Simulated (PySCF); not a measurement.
ClFH4Si2, SMILES F[SiH2][SiH2]Cl.

Coordinates come from a B3LYP-D3(BJ)/def2-SVP optimisation. This is a generated structure with no PubChem entry under its InChIKey; it may be hypothetical. Other conformers were not sampled.

These are CAM-B3LYP/def2-TZVP in PySCF values and carry that method's errors.

Gas-phase values at a fixed geometry.

- total energy = -1141.61526 hartree
- highest occupied level = -9.61 eV
- lowest empty level = 0.01 eV
- orbital gap = 9.62 eV
- dipole moment = 2.14 D
- quadrupole, principal values (traceless, Buckingham form, about the centre of nuclear charge) = -5.30, 2.12, 3.18 D·Å
- mean static polarisability = 64.1 bohr³ (9.49 Å³)
- polarisability, principal values = 53.8, 62.6, 75.7 bohr³
